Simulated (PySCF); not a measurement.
Which level of theory gave which numbers?

Species: CH₆NOPSi.
Z-matrix (Å and degrees, PBE0-D3(BJ)/def2-SVP geometry), rows numbered from 1:
```
C 
N   1  1.2620
Si  2  1.7524  1  126.19
O   3  1.6585  2  107.80  1   129.25
P   3  2.2610  2  108.23  1  -109.20
H   1  1.1066  2  120.65  3   179.45
H   1  1.1120  2  124.55  3    -0.52
H   3  1.4936  2  113.73  1    11.79
H   4  0.9624  3  115.75  2    42.61
H   5  1.4299  3   92.80  2   -31.59
H   5  1.4308  3   91.53  2    61.77
```

The closed-shell ground state was solved 7 times with PySCF (density fitting, gas phase), always in the pcSseg-2 basis (278 functions), with these functionals: B3LYP, BHandHLYP, BLYP, CAM-B3LYP, HF, LC-wPBE and mPW1PW91.

```csv
row,total energy (Eh),HOMO (eV),LUMO (eV),dipole (D)
P,-802.7367,-7.13,-1.49,2.12
Q,-802.6445,-5.88,-2.17,1.95
R,-802.6677,-7.37,-1.26,2.21
S,-802.6345,-8.69,-0.09,2.26
T,-800.4899,-9.95,2.48,2.57
U,-802.3855,-10.03,1.09,2.42
V,-802.5877,-8.43,-0.10,2.31
```

Q: Which functional belongs to which row?

A: P = B3LYP, Q = BLYP, R = mPW1PW91, S = CAM-B3LYP, T = HF, U = LC-wPBE, V = BHandHLYP. By rising HOMO–LUMO gap: BLYP (GGA) 3.71 eV; B3LYP (global hybrid, 20 % exact exchange) 5.64 eV; mPW1PW91 (global hybrid, 25 % exact exchange) 6.11 eV; BHandHLYP (global hybrid, 50 % exact exchange) 8.33 eV; CAM-B3LYP (range-separated hybrid) 8.60 eV; LC-wPBE (range-separated hybrid) 11.12 eV; HF (all exact exchange) 12.43 eV. Total energies of different functionals aren't bounds to one another; each is stationary for its own functional.

One conformer stands for the species.
